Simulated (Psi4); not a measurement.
C₂H₆N (SMILES CC[NH-]), charge -1, singlet, geometry from GFN2-xTB (a gas-phase anion, which may not be bound at this level), with bond 7-2 at 1.3 times its length. Base run: HF/STO-3G in Psi4.

Input for Psi4:
```
memory 2 GB

molecule {
-1 1
C     1.19119079   -0.38292669    0.00717213
C    -0.13122655    0.52167957    0.02064457
N    -1.34791120   -0.10755068    0.08388981
H     2.09946740    0.22915829    0.01714482
H     1.19406526   -1.03706791    0.87919469
H     1.20063277   -1.00631015   -0.88849714
H     0.12806630    1.45374308   -1.17219435
H    -0.02730219    1.17890666    0.90869617
H    -1.45949966   -0.68300083   -0.77374348
}

set {
  basis sto-3g
}

energy('scf')
print_variables()
```

Each row names what was changed in the base input (with any setting that the change needs).

```
change                           ΔE vs base (mEh)  SCF cycles  basis functions
-------------------------------  ----------------  ----------  ---------------
base                                        0.000           9               21
scf_type = cd                               1.358           9               21
df_basis_scf = cc-pvtz-jkfit                0.386           9               21
scf_type = out_of_core                      0.395           9               21
guess = gwh                                 0.000           9               21
scf_type = direct                           0.395          12               21
d_convergence = 1e-4                        0.000           7               21
damping_percentage = 20                     0.000          12               21
scf_initial_accelerator = ediis             0.000           9               21
d_convergence = 1e-8                        0.000          11               21
scf_type = mem_df                           0.000           9               21
basis_guess = sto-3g                        0.000           1               21
scf_type = disk_df                          0.000           9               21
```

A gas-phase anion may not be bound at this level; its values then depend on the basis.
